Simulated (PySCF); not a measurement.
LDA on Sb- (antimony, charge -1), [Kr] 4d10 5s2 5p4, high-spin 3P determinant. All numbers are calculated (PySCF 2.14, the spin-free X2C one-electron Hamiltonian (Gaussian nucleus), in aug-cc-pwCVTZ-DK3 with one added diffuse shell each of s, p, d, f type (11s10p8d5f1g, 125 functions)).

```
cycle= 1 E= -6474.39181771229  delta_E= -0.0352  |g|= 0.0894  |ddm|= 0.79
cycle= 2 E= -6474.38944242949  delta_E= 0.00238  |g|= 0.0552  |ddm|= 0.283
cycle= 3 E= -6474.39045784986  delta_E= -0.00102  |g|= 0.0648  |ddm|= 0.323
cycle= 4 E= -6474.39304014532  delta_E= -0.00258  |g|= 0.00862  |ddm|= 0.107
cycle= 5 E= -6474.39316331824  delta_E= -0.000123  |g|= 0.000706  |ddm|= 0.0328
cycle= 6 E= -6474.39316375233  delta_E= -4.34e-07  |g|= 0.000304  |ddm|= 0.00364
cycle= 7 E= -6474.39316391541  delta_E= -1.63e-07  |g|= 4.83e-05  |ddm|= 0.00188
cycle= 8 E= -6474.39316391902  delta_E= -3.61e-09  |g|= 1.39e-05  |ddm|= 0.000204
cycle= 9 E= -6474.39316391928  delta_E= -2.63e-10  |g|= 1.35e-06  |ddm|= 5.13e-05
converged SCF energy = -6474.39316391928  <S^2> = 2.0116473  2S+1 = 3.0077548
```

Highest occupied orbital energy: 1.218 eV; ⟨L²⟩ = 2.03; populations by l: s 10.00, p 22.00, d 20.00, f 0.00.

Can this result be used?

With care. The run converged. At LDA the highest occupied level has a positive energy, so only the finite basis holds that electron; in a semilocal or global hybrid functional this comes from self-interaction and does not mean that the real anion is unbound.
